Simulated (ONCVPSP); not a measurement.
Lu (Z = 71): one change to an ONCV potential, before and after

Lu, optimised norm-conserving Vanderbilt (ONCV), made with ONCVPSP 4.0.1 (PBE, scalar-relativistic). Core [Xe], reference 4f14 5d1 6s2. Waves: 6s: rc 2.95 bohr, ncon 4, nbas 8, qcut 1.9 1/bohr, 2 projectors, debl 1.9 Ha; p scattering state at 0.05 Ha: rc 2.90 bohr, ncon 4, nbas 7, qcut 3.1 1/bohr, 2 projectors, debl 4 Ha; 5d: rc 2.55 bohr, ncon 5, nbas 9, qcut 6.9 1/bohr, 2 projectors, debl 3 Ha; 4f: rc 1.10 bohr, ncon 4, nbas 9, qcut 12.9 1/bohr, 2 projectors, debl 3 Ha. Local part: polynomial inside 1.05 bohr (lpopt 5, dvloc0 0 Ha). Core correction: polynomial model core, fcfact 0.25.

Change: all radii but the core radius scaled by about 1.09 (s 3.20, p 3.16, d 2.78, f 1.20 bohr); local potential polynomial inside 1.14 bohr (lpopt 5, dvloc0 0 Ha).

Cutoffs: the cutoffs (Ha) at which the residual kinetic energy of the hardest occupied pseudo-wave falls to 1 and 0.1 mHa per electron; they do not see the model core or the augmentation charge, which bear on the density cutoff. Errors are all-electron minus pseudo energies relative to the spin-unpolarised reference configuration.

Task: Predict the effect on cutoff, ghosts and configuration errors.

Result: The potential gets softer (149 Ha and 290 Ha → 80 Ha and 189 Ha); both files keep a bound ghost (p, s); of the 3 tests that both files solve, the error grows in 1 and shrinks in 1 by more than 15 % and 0.3 meV (median size 17.8 → 19.1 meV). A larger radius leaves more room for a smooth pseudo-wave, so fewer plane waves are needed.

| quantity | base | changed |
| --- | --- | --- |
| cutoff, loose | 149 Ha | 80 Ha |
| cutoff, tight | 290 Ha | 189 Ha |
| loose cutoff by channel | s 3.6 Ha, d 11 Ha, f 149 Ha | s 3.1 Ha, d 10 Ha, f 80 Ha |
| bound ghosts | s, p | s, p |
| GHOST(+) flags under 300 eV | s at 38.6 eV, p at 126.7 eV | s at 51.6 eV, p at 135.8 eV |
| tests with a reliable result | 3 of 4 | 3 of 4 |
| error for 4f14 5d1 6s1, meV [ΔE 7.37 eV] | -3.4 | -3.8 |
| error for 4f14 5d1 6s0, meV [ΔE 20.65 eV] | -18 | -26 |
| error for 4f14 5d0 6s2, meV [ΔE 5.26 eV] | -27 | -19 |
| rms error of d²Exc/dni dnj with the model core, mHa | 6.47 | 6.22 |

 A true bound ghost makes a file unfit for plane-wave use even where its test errors are small: the radial tests pick states by their node count and pass the ghost by.
